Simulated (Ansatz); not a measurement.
Geometry optimisation, Ansatz 0.2.0, RKS B3LYP/def2-SVP.

Input:

```yaml
crystal:
  periodic: [false, false, false]
  atoms:
    - { symbol: Al, position_ang: [-0.005759, 0.250711, -0.056111] }
    - { symbol: H, position_ang: [0.001333, 0.24158, 1.516657] }
    - { symbol: H, position_ang: [1.378505, 0.314867, -0.81274] }
    - { symbol: H, position_ang: [-1.397376, 0.261609, -0.801461] }
    - { symbol: Br, position_ang: [0.112209, -3.020533, 1.45666] }
    - { symbol: H, position_ang: [0.066787, -1.579934, 1.901695] }
basis:
  gaussian: { orbitals: def2-SVP }
hamiltonian:
  xc: b3lyp
relax:
  f_tol: 0.03
  max_steps: 50
output:
  orbitals: {}
```

Command:

```bash
$ ansatz run input.yaml --threads 1 --pin off --max-ram 2048MiB --backend cpu --events-out ev --progress --plain --runs-dir out
```

Q: Where does it end, and by what steps?

A: The run converged. The force dipped under the threshold on the way, but the program's further checks kept it going. After 11 steps the energy has fallen by 0.192 eV; H6 moved furthest, 0.70 Å.

```
step  energy less start (eV)  largest force component (eV/Å)  accepted
   0                  0.0000                           1.268       yes
   1                 -0.0504                           0.161       yes
   2                 -0.0585                           0.075       yes
   3                 -0.0733                           0.361       yes
   4                 -0.0872                           0.258       yes
   5                 -0.1065                           0.779       yes
   6                 -0.1586                           0.228       yes
   7                 -0.1783                           0.181       yes
   8                 -0.1908                           0.051       yes
   9                 -0.1921                           0.021       yes
  10                 -0.1917                           0.065        no
  11                 -0.1923                           0.007       yes
```

```xyz
6
Properties=species:S:1:pos:R:3
Al 0.000 0.200 -0.005
H -0.006 0.747 1.490
H 1.370 0.133 -0.804
H -1.375 0.054 -0.787
Br 0.084 -2.543 0.970
H 0.082 -2.124 2.339
```

Whether the end is a true minimum wasn't checked by a vibrational analysis.

The run took 18 s on 1 thread of Intel(R) Xeon(R) Platinum 8488C (Sapphire Rapids) (shared host), peak memory 0.15 GiB.
